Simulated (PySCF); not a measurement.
PySCF input file for Sn(AsH2)(H)3 (AsH5Sn), SMILES [AsH2][SnH3], IEF-PCM-M06-2X/def2-SVP. The structure is a stationary point at PBE-D3(BJ)/def2-TZVP. The def2 effective core potentials stand for the cores of Sn; spin–orbit coupling is left out.

```python
import numpy as np
from pyscf import gto, scf, dft
from pyscf.solvent import pcm

mol = gto.M(
    atom='''
    Sn   -1.02714678   -0.00101264   -0.00000000
    As    1.60343018    0.06169977    0.00000000
    H    -1.59336617    0.82528296    1.39987428
    H    -1.59336618    0.82528303   -1.39987423
    H    -1.65786384   -1.60260901   -0.00000004
    H     1.64436978   -1.01670875    1.09541819
    H     1.64436977   -1.01670870   -1.09541824
    ''',
    basis='def2-SVP',
    ecp={'Sn': 'def2-svp'},
    charge=0,
    spin=0,
    max_memory=1600,
    verbose=3,
)
mf = dft.RKS(mol, xc='m06-2x').density_fit(auxbasis='def2-universal-jkfit')
mf.grids.level = 4
mf.conv_tol = 1e-9
mf.max_cycle = 100
mf.kernel()
res = {}
for name, eps in {'water': 78.355, 'tetrahydrofuran': 7.4257, 'benzene': 2.2706}.items():
    s = mf.PCM()
    s.with_solvent.method, s.with_solvent.eps, s.with_solvent.lebedev_order = 'IEF-PCM', eps, 29
    s.kernel(mf.make_rdm1())
    res[name] = (s.e_tot, eps, s.dip_moment(), s.mo_energy, s.converged)
    print(f'{name}: electrostatic solvation free energy {(s.e_tot - mf.e_tot) * 627.509474:.3f} kcal/mol')
```

Log of the run:

```
converged SCF energy = -2452.80572833651

WARN: PCM is an experimental feature. It is still in testing.
Features and APIs may be changed in the future.

converged SCF energy = -2452.80738962157
Dipole moment(X, Y, Z, Debye): -0.50813, -0.70968, -0.00000
water: electrostatic solvation free energy -1.042 kcal/mol

WARN: PCM is an experimental feature. It is still in testing.
Features and APIs may be changed in the future.

converged SCF energy = -2452.80705165294
Dipole moment(X, Y, Z, Debye): -0.47671, -0.65234, -0.00000
tetrahydrofuran: electrostatic solvation free energy -0.830 kcal/mol

WARN: PCM is an experimental feature. It is still in testing.
Features and APIs may be changed in the future.

converged SCF energy = -2452.80643020562
Dipole moment(X, Y, Z, Debye): -0.42304, -0.55789, -0.00000
benzene: electrostatic solvation free energy -0.440 kcal/mol
```

The calculation finished and met its thresholds.
